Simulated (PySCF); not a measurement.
# SnSe: from constants to spectrum

RHF-CCSD(T) constants of SnSe, ¹Σ⁺ (singlet), closed shell (basis Sn cc-pVDZ-PP with ECP28, Se cc-pVDZ-PP with ECP10; scalar-relativistic core potentials; PySCF 2.14; masses 119.9022 and 79.9165 u):

- ωe: 319.0 cm⁻¹
- ωexe: 0.652 cm⁻¹
- Be: 0.062695 cm⁻¹
- αe: 0.000167 cm⁻¹
- D (centrifugal): 9.69e-09 cm⁻¹
- De to Sn + Se: 4.07 eV

(1) Give the vibrational terms G(v) and spacings up to v = 6.

(2) How well does the Morse estimate ωe²/(4ωexe) reproduce De, and what is D0?

Correlated steps freeze 8 core orbitals. Correlated levels converge slowly with the basis: in double zeta they bind strong bonds too weakly, by up to about 1 eV, and carry superposition errors of some tenths. These are scalar-relativistic numbers at best; spin–orbit coupling would shift them, the dissociation energy most. Where the molecule has an RHF reference, its open-shell atoms are computed with UHF. The CCSD T1 diagnostic is raised, a sign that a single reference may not be enough here.

## Answers

(1) G(v) = ωe(v+½) − ωexe(v+½)².

```csv
v,G(v) (cm⁻¹),G(v) − G(v−1),Bv (cm⁻¹)
0,159.3,,0.06261
1,477.0,317.7,0.06244
2,793.4,316.4,0.06228
3,1108.5,315.1,0.06211
4,1422.3,313.8,0.06194
5,1734.8,312.5,0.06178
6,2046.0,311.2,0.06161
```

(2) It gives 4.84 eV, 119 % of the computed De. D0 = De − G(0) = 4.07 − 0.02 = 4.05 eV.
